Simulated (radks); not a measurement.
Results of a calculation; reference values are marked as such.
Ionisation of Mg8+, [He] 2s2, to Mg9+, [He] 2s1, under several functionals. Scalar-relativistic Kohn-Sham, spin-polarised, spherical densities, finite nucleus; open shells are filled with parallel spins first; a radial shooting solver on a logarithmic mesh with Libxc functionals.

PBEsol: E(Mg8+) (hartree) -161.93002; Exc (hartree) -8.89505; IE (eV) 325.15; -e(HOMO) (eV) 309.01; <r> HOMO (bohr) 0.5724; IE error (eV) -2.8
exchange-only r2SCAN: E(Mg8+) (hartree) -162.23260; Exc (hartree) -9.20941; IE (eV) 323.30; -e(HOMO) (eV) 309.58; <r> HOMO (bohr) 0.5732; IE error (eV) -4.7
B86b exchange with PBE correlation: E(Mg8+) (hartree) -162.37649; Exc (hartree) -9.35388; IE (eV) 326.14; -e(HOMO) (eV) 309.81; <r> HOMO (bohr) 0.5716; IE error (eV) -1.8
BLYP: E(Mg8+) (hartree) -162.39833; Exc (hartree) -9.37511; IE (eV) 325.86; -e(HOMO) (eV) 309.69; <r> HOMO (bohr) 0.5720; IE error (eV) -2.1
RPBE: E(Mg8+) (hartree) -162.43575; Exc (hartree) -9.41537; IE (eV) 326.23; -e(HOMO) (eV) 309.76; <r> HOMO (bohr) 0.5720; IE error (eV) -1.8
LDA (Slater exchange, Perdew-Zunger correlation): E(Mg8+) (hartree) -161.46946; Exc (hartree) -8.41896; IE (eV) 324.95; -e(HOMO) (eV) 308.59; <r> HOMO (bohr) 0.5729; IE error (eV) -3.0
exchange-only PBE: E(Mg8+) (hartree) -162.19184; Exc (hartree) -9.16560; IE (eV) 324.73; -e(HOMO) (eV) 308.44; <r> HOMO (bohr) 0.5722; IE error (eV) -3.3

NIST Atomic Spectra Database: 327.99 eV (semi-empirical). Closest: RPBE. The Delta-SCF values span 2.92 eV, the total energies 0.97 hartree. The highest occupied level is 2s.
